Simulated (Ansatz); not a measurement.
Consider the hydrogenolysis of a B–O bond: `OB(S)Cl` + H₂ → `SBCl` + H₂O.

Gas-phase electronic energies from Ansatz, PBE0-D4/def2-TZVP geometries. CBS: MP2 limit from def2 TZ/QZ plus the TZ coupled-cluster correction, frozen cores. This one scheme is used for every species. Functionals use def2-TZVPP. HSE06 is defined as in plane-wave codes. One conformer a species, not always the lowest.

```csv
level,ΔE (kcal/mol),difference from CCSD(T)/CBS
B97M-V,25.6,2.4
HSE06-D4,23.9,0.7
CAM-B3LYP-D4,25.1,1.9
ωB97M-V,24.9,1.7
B2PLYP,24.0,0.8
PBE,23.5,0.3
BLYP,23.4,0.2
PBE0,23.2,0.0
CAM-B3LYP,24.4,1.2
LC-ωPBE,23.8,0.6
RPA@PBE/def2-TZVPP,22.8,-0.4
HF/def2-TZVPP,22.3,-0.9
MP2/def2-TZVPP,24.8,1.6
SCS-MP2/def2-TZVPP,24.0,0.8
CCSD/def2-TZVPP,23.0,-0.2
SCS-MP2/def2-QZVPP,23.7,0.5
CCSD(T)/CBS,23.2,0
```

Largest T1 diagnostic among the species: 0.013.

At CCSD(T), def2-SVP lies +4.6 kcal/mol from the extrapolated value and def2-TZVPP +0.5 kcal/mol. In def2-TZVPP, CCSD(T) changes the Hartree–Fock value by +1.4 kcal/mol (the triples alone add +0.7 kcal/mol) and MP2 by +2.6 kcal/mol. Leaving LDA and LC-ωPBE aside and taking each functional with its dispersion term where it has one, the values, not all of them listed here, spread over 2.0 kcal/mol, from HSE06-D4 to r2SCAN-D4. LDA lies +2.9 kcal/mol from PBE without D4.
